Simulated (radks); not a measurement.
Question: These are the eigenvalues of the occupied orbitals of an atom or ion with whole-number occupations (eV). All-electron calculation, Dirac Kohn-Sham, BLYP, spin-unpolarised, spherical densities, finite nucleus; Fermi nuclear charge, rms radius of each element as measured or else 0.836 A^(1/3) + 0.57 fm. Program: a radial shooting solver on a logarithmic mesh with Libxc functionals.

1s1/2: -31653.47
2s1/2: -4889.578
2p1/2: -4584.551
2p3/2: -4309.915
3s1/2: -1007.669
3p1/2: -882.1852
3p3/2: -831.0054
3d3/2: -609.4529
3d5/2: -598.7478
4s1/2: -207.2216
4p1/2: -164.0417
4p3/2: -154.2634
4d3/2: -85.2041
4d5/2: -83.7084
5s1/2: -53.3298

Which element is it, and in what charge state? The configuration may be excited. Open shells, if any, fill j = l - 1/2 first.

Answer: Z = 52, tellurium, charge +4: Te4+ in [Kr] 4d10 5s2. The list shows which subshells hold electrons but not how many an open one holds; the 1s level, -1163.2 hartree, gives Z - s = 48.2 by -(Z - s)^2/2, which with screening and relativity narrows Z to a few neighbours, and the depths of the outer levels then fix element, charge and occupations together.
